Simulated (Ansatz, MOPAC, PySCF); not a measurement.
Species: AlF₂, net charge 1, singlet state. SMILES: [Al+]([F])[F]
Structure (B3LYP-D3(BJ)/def2-TZVP (Ansatz, a first-principles code) minimum search):
```xyz
3

Al     0.0000     0.0000     0.0000
F      0.0000     0.0000    -1.5918
F      0.0000     0.0000     1.5918
```
Charge +1, spin multiplicity 1.

Unscaled harmonic wavenumbers (cm⁻¹) in rising order, each level at the stationary point that it reaches from this structure (no distance between atoms moves by over 0.3 Å); the order of modes can differ between levels, and a negative number is imaginary. B3LYP-D3(BJ)/def2-TZVP (PySCF, at the structure above): 187, 187, 755, 1159.

AM1 (MOPAC): 152, 152, 875, 1328. Zero-point energy 3.6 against 3.3 kcal/mol; where all levels lie over 400 cm⁻¹, the wavenumbers are on average 1.153 times those of B3LYP-D3(BJ)/def2-TZVP.

PM3 (MOPAC): 48, 48, 808, 1236. Zero-point energy 3.1 against 3.3 kcal/mol; where all levels lie over 400 cm⁻¹, the wavenumbers are on average 1.068 times those of B3LYP-D3(BJ)/def2-TZVP.

PM7 (MOPAC): -130, -130, 951, 1292. Zero-point energy 3.2 against 3.3 kcal/mol; where all levels lie over 400 cm⁻¹, the wavenumbers are on average 1.187 times those of B3LYP-D3(BJ)/def2-TZVP. This level finds the structure a saddle point. The zero-point energy leaves imaginary modes out.

B3LYP/6-31G* (Ansatz): 173, 173, 755, 1168. Zero-point energy 3.2 against 3.3 kcal/mol; where all levels lie over 400 cm⁻¹, the wavenumbers are on average 1.004 times those of B3LYP-D3(BJ)/def2-TZVP.
